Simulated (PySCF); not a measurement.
Polarisability and C₆ of F²⁺ (fluorine, charge +2)

[He] 2s2 2p3, high-spin 4S determinant. All numbers are calculated (PySCF 2.14, scalar relativity by spin-free X2C-1e, in x2c-TZVPPall with one added diffuse shell each of s, p, d type (6s4p3d1f, 40 functions)). Coupled (time-dependent) response in atomic units; α is the mean over directions.

```tsv
method	mean α (bohr³)	C₆ (like pair)	S(−4)
UHF	1.260	1.542	1.526
PBE	1.243	1.578	1.253
PBE0	1.235	1.555	1.277
M06-L	1.286	1.613	1.514
BHandHLYP	1.205	1.508	1.185
```

S(−4) is the Cauchy moment in α(ω) = α(0) + S(−4) ω² + …

α(iu) at PBE:

| u (hartree) | α(iu) (bohr³) |
| --- | --- |
| 0 | 1.243 |
| 0.0500 | 1.239 |
| 0.100 | 1.230 |
| 0.200 | 1.196 |
| 0.300 | 1.145 |
| 0.500 | 1.023 |
| 0.750 | 0.8751 |
| 1.00 | 0.7511 |
| 1.50 | 0.5667 |
| 2.00 | 0.4393 |
| 3.00 | 0.2812 |
| 5.00 | 0.1387 |

A single London oscillator, α(iu) = α/(1 + u²/ω²), gives C₆ = (3/4) ω α². Matching the computed C₆ needs ω = 4 × 1.578 / (3 × 1.243²) = 1.36 hartree.

For an ion, C₆ is the dispersion term alone; charge-induced terms of lower order in 1/R come first.
